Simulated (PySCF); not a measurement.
C₂H₄GeN₂, SMILES N#C/N=[CH]\[GeH3].

Geometry optimised at PBE-D3(BJ)/def2-SVP. The structure was generated by enumeration; whether it is a known compound was not checked.

Computed with PySCF 2.14.0 with PBE-D3(BJ)/def2-SVP.

Frequencies are harmonic and unscaled.

A small imaginary wavenumber (i) marks a very flat motion, where grid noise or a shallow saddle decides the sign.

```csv
mode,ν (cm⁻¹),IR (km/mol),moving atoms (share of kinetic energy)
1,5i,0.3,H 94 %
2,105,2.7,"N 60 %, Ge 23 %, C 13 %"
3,257,0.0,"C 42 %, N 37 %, H 21 %"
4,289,3.2,"N 39 %, C 34 %, H 17 %, Ge 10 %"
5,433,13.8,"H 59 %, C 26 %, N 14 %"
6,460,9.7,"H 57 %, C 24 %, Ge 12 %"
7,562,7.9,"C 63 %, N 22 %, H 9 %"
8,611,6.5,"C 42 %, H 31 %, N 24 %"
9,699,14.6,"C 54 %, H 28 %, N 15 %"
10,769,123.8,H 97 %
11,828,37.1,H 92 %
12,848,18.2,H 98 %
13,877,1.6,"H 80 %, C 19 %"
14,965,7.3,"N 66 %, C 24 %, H 10 %"
15,1316,19.1,"H 79 %, C 11 %, N 9 %"
16,1634,50.6,"N 53 %, C 46 %"
17,2090,50.4,H 99 %
18,2100,79.5,H 98 %
19,2135,44.9,H 98 %
20,2224,24.1,"C 64 %, N 36 %"
21,3018,9.6,"H 92 %, C 8 %"
```
